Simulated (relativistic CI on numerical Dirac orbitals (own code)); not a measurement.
## Ge III: computed level list

These numbers are calculated, not measured: Dirac-Coulomb-Breit CI, orbitals from a KLI potential per configuration, model QED (radiative potential, 1s self-energy scaled to tabulated hydrogen-like ionisation energies), valence Slater integrals scaled by 0.85, P86 correlation estimate, and configurations built on the next ion tied to the tabulated ionisation energy (semi-empirical) (own radial code, finite nucleus).

Configuration list (outside the closed core [Ar]): 3d10 4s2, 3d10 4s 4d, 3d10 4s 5s, 3d10 4s 5p, 3d10 4s 4p, 3d10 4s 5d, 3d10 4s 6s, 3d10 4s 4f, 3d10 4s 5f, 3d10 4p2, 3d10 4d2, 3d10 4p 4d, 3d10 4f2, 3d10 4s 6p, 3d10 4p 4f, 3d10 4s 5g, 3d10 4s 6d, 3d10 4s 6f, 3d10 4p 5s, 3d9 4s 4p2, 3d9 4s2 4p, 3d8 4s2 4p2, 3d10 4d 4f. Levels of other configurations are missing.

```tsv
No.	Configuration	Term	J	E (cm⁻¹)	%	Lifetime (s)	jj configuration (%)
1	3d10 4s2	1S	0	0.0	97		closed (97)
2	3d10 4s 4p	3P°	0	62558.2	100		4s 4p1/2 (100)
3	3d10 4s 4p	3P°	1	63274.6	100	1.04e-06	4s 4p1/2 (69)
4	3d10 4s 4p	3P°	2	64799.4	100	1.19e+01	4s 4p3/2 (100)
5	3d10 4s 4p	1P°	1	93395.4	96	2.65e-10	4s 4p3/2 (67)
6	3d10 4p2‡	1D	2	142524.7	68	6.02e-09	4p1/2 4p3/2 (62)
7	3d10 4p2‡	3P	0	144338.2	99	3.69e-10	4p1/2^2 (72)
8	3d10 4p2‡	3P	1	145190.9	99	3.63e-10	4p1/2 4p3/2 (99)
9	3d10 4p2‡	3P	2	146822.0	95	3.68e-10	4p3/2^2 (79)
10	3d10 4s 5s	3S	1	159563.1	100	3.41e-10	4s 5s (100)
11	3d10 4s 4d	3D	1	163134.3	100	2.42e-10	4s 4d3/2 (100)
12	3d10 4s 4d	3D	2	163193.9	100	2.45e-10	4s 4d3/2 (60)
13	3d10 4s 4d	3D	3	163284.6	100	2.51e-10	4s 4d5/2 (100)
14	3d10 4s 5s	1S	0	165375.7	99	3.82e-10	4s 5s (99)
15	3d10 4p2‡	1S	0	171894.2	95	3.90e-10	4p3/2^2 (70)
16	3d10 4s 4d	1D	2	178201.2	69	1.85e-10	4s 4d5/2 (42)
17	3d10 4s 5p	3P°	0	182271.1	99	4.20e-09	4s 5p1/2 (99)
18	3d10 4s 5p	3P°	1	182450.7	99	4.09e-09	4s 5p1/2 (73)
19	3d10 4s 5p	3P°	2	182875.7	99	3.91e-09	4s 5p3/2 (99)
20	3d10 4s 5p	1P°	1	185880.9	95	2.69e-09	4s 5p3/2 (71)
21	3d10 4s 4f	3F°	2	210973.6	93	1.19e-09	4s 4f5/2 (93)
22	3d10 4s 4f	3F°	3	211018.3	87	1.14e-09	4s 4f7/2 (64)
23	3d10 4s 4f	3F°	4	211102.7	94	1.15e-09	4s 4f7/2 (94)
24	3d10 4s 4f	1F°	3	211209.2	90	7.78e-10	4s 4f5/2 (65)
25	3d10 4s 6s	3S	1	211981.7	100	6.86e-10	4s 6s (100)
26	3d10 4s 5d	3D	1	213501.4	100	7.93e-10	4s 5d3/2 (100)
27	3d10 4s 5d	3D	2	213526.5	100	7.99e-10	4s 5d3/2 (61)
28	3d10 4s 5d	3D	3	213565.0	100	8.07e-10	4s 5d5/2 (100)
29	3d10 4s 6s	1S	0	214185.6	100	7.34e-10	4s 6s (100)
30	3d10 4s 5d	1D	2	217276.5	95	4.85e-10	4s 5d5/2 (58)
31	3d10 4s 6p	3P°	0	221534.0	99		4s 6p1/2 (99)
32	3d10 4s 6p	3P°	1	221600.2	93		4s 6p1/2 (86)
33	3d10 4s 6p	3P°	2	221811.0	99		4s 6p3/2 (99)
34	3d10 4s 6p	1P°	1	222014.5	88	1.27e-09	4s 6p3/2 (82)
35	3d10 4p 4d‡	3F°	2	229818.3	62	1.22e-09	4p1/2 4d3/2 (60)
36	3d10 4p 4d‡	3F°	3	230426.5	59	1.57e-09	4p1/2 4d5/2 (31)
37	3d10 4p 4d‡	3F°	4	231115.2	53	2.04e-09	4p3/2 4d5/2 (53)
38	3d10 4p 4d‡	1D°	2	232910.0	94	3.18e-10	4p3/2 4d5/2 (40)
39	3d10 4s 5f	1F°	3	233539.7	92	1.13e-09	4s 5f7/2 (47)
40	3d10 4s 5g	3G	3	235045.9	100	2.86e-09	4s 5g7/2 (100)
41	3d10 4s 5g	3G	4	235046.1	58	2.85e-09	4s 5g9/2 (98)
42	3d10 4s 5g	1G	4	235050.2	58	2.84e-09	4s 5g7/2 (98)
43	3d10 4s 5g	3G	5	235050.3	100	2.86e-09	4s 5g9/2 (100)
44	3d10 4s 6d	3D	1	236085.8	100	1.49e-09	4s 6d3/2 (100)
45	3d10 4s 6d	3D	2	236099.1	100	1.49e-09	4s 6d3/2 (61)
46	3d10 4s 6d	3D	3	236119.6	100	1.50e-09	4s 6d5/2 (100)
47	3d10 4p 5s‡	3P°	0	236290.2	96	2.46e-10	4p1/2 5s (96)
48	3d10 4s 5f	3F°	2	236818.7	69	5.51e-10	4s 5f5/2 (69)
49	3d10 4p 5s‡	3P°	1	236872.8	92	2.34e-10	4p1/2 5s (75)
50	3d10 4s 5f	3F°	3	237006.6	65	5.39e-10	4s 5f5/2 (34)
51	3d10 4s 5f	3F°	4	237431.8	58	5.13e-10	4s 5f7/2 (58)
52	3d10 4s 6d	1D	2	237742.9	98	1.96e-09	4s 6d5/2 (60)
53	3d10 4p 5s‡	3P°	2	238437.6	79	1.92e-10	4p3/2 5s (79)
54	3d10 4p 4d‡	3D°	1	240202.6	81	1.60e-10	4p1/2 4d3/2 (72)
55	3d10 4p 4d‡	3D°	2	240421.7	59	1.99e-10	4p1/2 4d5/2 (57)
56	3d10 4p 4d‡	3D°	3	241401.4	98	1.47e-10	4p3/2 4d5/2 (69)
57	3d10 4p 4d‡	3P°	2	241989.9	55	2.09e-10	4p3/2 4d5/2 (45)
58	3d10 4p 4d‡	3P°	1	242045.8	76	2.15e-10	4p3/2 4d3/2 (83)
59	3d10 4p 4d‡	3P°	0	242105.6	95	2.40e-10	4p3/2 4d3/2 (95)
60	3d10 4p 5s‡	1P°	1	243291.8	79	2.66e-10	4p3/2 5s (71)
61	3d10 4s 6f	1F°	3	245684.7	88	5.37e-10	4s 6f7/2 (48)
62	3d10 4s 6f	3F°	2	247351.2	97	1.34e-09	4s 6f5/2 (97)
63	3d10 4s 6f	3F°	3	247368.8	97	1.30e-09	4s 6f5/2 (53)
64	3d10 4s 6f	3F°	4	247395.3	97	1.26e-09	4s 6f7/2 (97)
65	3d9 4s2 4p‡	3P°	2	256782.4	95	2.79e-08	3d5/2^5 4p1/2 (67)
66	3d10 4p 4d‡	1P°	1	256927.6	89	1.68e-10	4p3/2 4d5/2 (59)
67	3d10 4p 4d‡	1F°	3	258830.5	40	2.98e-10	3d5/2^5 4p1/2 (44)
68	3d9 4s2 4p‡	3F°	3	260183.2	42	3.18e-10	3d5/2^5 4p1/2 (47)
69	3d9 4s2 4p‡	3P°	1	260292.2	94	4.09e-09	3d5/2^5 4p3/2 (49)
70	3d9 4s2 4p‡	3F°	4	260876.8	100	5.58e-07	3d5/2^5 4p3/2 (100)
```

Energies count from the lowest computed level; ° marks odd parity; lifetimes are radiative, by E1, M1, E2, M2, E3 decay to levels of this space only; some are left blank where a channel outside the calculation adds to the decay or the decay crosses a small, uncertain gap. Filled j subshells are mostly left out of the jj labels. ‡ marks configurations that were not tied to measured data.

The mean weight of the leading LS term, summed over parents, in these 70 levels is 88 %, and that of the leading jj configuration (from the same eigenvectors) 77 %, so LS coupling describes them better.

Configurations that consist of the next ion and one excited electron were tied to the tabulated ionisation energy; Rydberg ones are usually within 1,000 to 3,000 cm⁻¹ and the lowest ones within about 6,000 (9,000 in d shells), while levels on excited terms of the next ion carry the error of that term, and the other configurations can be misplaced by 10,000 cm⁻¹ or more. Rates follow the energies as ν³ (E1, M1) or ν⁵ (E2), so rates, branching and lifetimes can be off by large factors. The fine structure of a lone outer electron comes out too small, for d and f at times inverted, and misplaced configurations move strength between like terms. 38 of the 45 excited levels that our extract of the measured tables holds in this range could be paired (the sources list more); they are missed by 1241 cm⁻¹ on average and 5788 at most, and levels without a partner can miss by more.

LS names give the leading component of a level, which can be under half, so a name can repeat, a term be missing and a line seem to break the LS rules.
